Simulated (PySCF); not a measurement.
Computed shifts of a molecule C2H8O2Si, PBE/pcSseg-1 (PySCF), GIAO, gas phase, equivalent atoms averaged, in ppm (number of nuclei): ²⁹Si: -7.3 (1). ¹³C: 55.9 (1), -0.9 (1). ¹H: 5.51 (1), 4.03 (3), 2.20 (1), 0.47 (3). References: ²⁹Si against TMS (σ = 335.4 ppm); ¹³C against TMS (σ = 182.0 ppm); ¹⁷O against H2O (σ = 334.3 ppm); ¹H against TMS (σ = 31.49 ppm), references at their B3LYP-D3(BJ)/def2-TZVP geometries, non-relativistic. Geometry: ωB97X-D3(BJ)/def2-SVP. One conformer was computed; it need not be the lowest.

### Question
Which structure fits?
A) CC[SiH](O)O
B) OC[C@@H](O)[SiH3]
C) CO[SiH](C)O
D) COCO[SiH3]

### Answer
C, CO[SiH](C)O
